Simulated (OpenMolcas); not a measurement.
Tc3+ among 5 point charges of -0.8 e arranged as a trigonal bipyramid (D3h), 1.86 Å from the ion, with the axial distance 2.120 Å.
```
   1.8600    0.0000    0.0000  -0.80
  -0.9300    1.6108    0.0000  -0.80
  -0.9300   -1.6108    0.0000  -0.80
   0.0000    0.0000    2.1204  -0.80
   0.0000    0.0000   -2.1204  -0.80
```

* Program: OpenMolcas 26.06
* Method: CASSCF
* Basis: ANO-RCC-VDZP [6s5p3d1f]
* Scalar Hamiltonian: DKH2, point nucleus
* Active space: 4 electrons in 5 orbitals (4d)
* State averaging: 2S+1 = 5 even, 5 roots; 2S+1 = 3 even, 45 roots; 2S+1 = 1 even, 50 roots
* Spin-orbit coupling: state interaction with AMFI integrals over the reference wave functions

Question: What is the spin-free ground state (labels of D3, the rotations of D3h)?

Answer: 5A1, 1-fold in its orbital part, 100 % from free-ion D terms; it has the highest spin that d4 allows.

Question: Where is the first state of the same spin?

Answer: 5E at 1480 cm-1 above the ground state.

Question: What are the lowest two levels with spin-orbit coupling?

Answer: A 1-fold level A1, then a 2-fold level E 111.8 cm-1 above it. Their leading multiplicities are 5 (99 %) and 5 (99 %).

Question: What is χT at 300 K, and how does it compare with the textbook value?

Answer: The lowest level has 2S+1 = 5, for which the spin-only value is χT = S(S+1) / 2 = 3.000 cm3 K/mol (g = 2). The computed 1.973 at 300 K differs by -1.027, through orbital momentum, spin-orbit coupling and any other state in reach.

Without dynamic correlation the repulsion within the d shell is too large (B by tens of per cent), so at a given field states of lower spin stand too high. Point charges give a weaker field than real ligands, and real ions of this kind are as a rule low spin; the high spin found here belongs to the model. The ground term spreads over less than 5000 cm-1, several times less than with real ligands, so orbital moments are less quenched and χT lies further from the spin-only value than at real sites. This is an electrostatic model: the charges have no orbitals. No measured value stands beside these numbers.
